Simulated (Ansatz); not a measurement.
Reaction: H3BSO (SMILES OBS) → H2BSO (SMILES OB[S], doublet) + H (doublet) (the H-S bond breaks)
Each species at its own B3LYP-D3(BJ)/def2-TZVP minimum (Ansatz, a quantum-chemistry and plane-wave program), one conformer.

Total energies in hartree (Ansatz). UHF or UKS for unpaired electrons; spin-orbit terms are left out. Cores are frozen in correlated methods. No relativity. Where a partner has so few electrons that a lower coupled-cluster level is exact, that level stands in.

```tsv
species	HF/cc-pV(T+d)Z	CCSD(T)/cc-pV(T+d)Z	HF/cc-pV(Q+d)Z	CCSD(T)/cc-pV(Q+d)Z	CCSD(T)/cc-pV(D+d)Z	CCSDT(Q)/cc-pV(D+d)Z
1: H3BSO (SMILES SBO)	-498.96147	-499.53402	-498.97278	-499.58385	-499.36687	-499.36878
2: H2BSO (SMILES [S]BO, doublet)	-498.35541	-498.88899	-498.36646	-498.93650	-498.72856	-498.73052
3: H (doublet)	-0.49981	-0.49981	-0.49995	-0.49995	-0.49928	-0.49928
```

Work out the bond dissociation energy (electronic) in kcal/mol: take Hartree-Fock from cc-pV(Q+d)Z, extrapolate the CCSD(T) correlation energy as X^-3 (X = 3, 4), and add CCSDT(Q) - CCSD(T) in cc-pV(D+d)Z. 1 hartree = 627.51 kcal/mol.


Species 1: correlation (64·(-0.61107) - 27·(-0.57255))/37 = -0.63918; step -0.00191; E1 = -498.97278 + (-0.63918) + (-0.00191) = -499.61387
Species 2: correlation (64·(-0.57004) - 27·(-0.53358))/37 = -0.59665; step -0.00196; E2 = -498.36646 + (-0.59665) + (-0.00196) = -498.96507
Species 3: correlation (64·(0.00000) - 27·(0.00000))/37 = 0.00000; step +0.00000; E3 = -0.49995 + (0.00000) + (+0.00000) = -0.49995
-1·E1 +1·E2 +1·E3 = 0.14885 hartree = 93.4 kcal/mol.
